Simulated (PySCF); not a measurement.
Coordinates in bohr (charge 0 multiplicity 1):
```
Sn    0.0000    0.0000    0.2620
S     0.0000    0.0000    4.4020
Cl    3.3789    0.0000   -2.4707
Cl   -3.3789    0.0000   -2.4707
```

These are results of PBE0 in PySCF with Sn def2-TZVP with ECP28, S def2-TZVP, Cl def2-TZVP; scalar-relativistic core potentials, no spin–orbit coupling; density-fitted integrals, not measurements.

This geometry of SnSCl₂ is a stationary point at this level.

Q: What is the point group?

A: C2v.

Q: Is it a minimum?

A: Yes: all harmonic wavenumbers are real.

Q: List the harmonic modes with their infrared intensities.

A: 
```tsv
symmetry	ω (cm⁻¹)	IR (km/mol)	type
b1	105	8.1	bend
b2	106	10.8	bend
a1	123	4.5	bend
a1	371	21.6	stretch
b2	382	74.0	stretch
a1	501	51.1	stretch
```

Q: Give the atomic charges and bond orders.

A: 
| atom | Mulliken | Löwdin | polar tensor | Mayer order to Sn1 |
| --- | --- | --- | --- | --- |
| Sn1 | 0.97 | -0.16 | 1.55 | – |
| S2 | -0.40 | -0.02 | -0.48 | 1.91 |
| Cl3,4 | -0.29 | 0.09 | -0.53 | 1.01 |

In C2v the vibrations span b1 + 2b2 + 3a1. Here b1 is antisymmetric to the molecular plane and b2 lies in it.

Only a few start shapes were tried, so a lower isomer may exist.
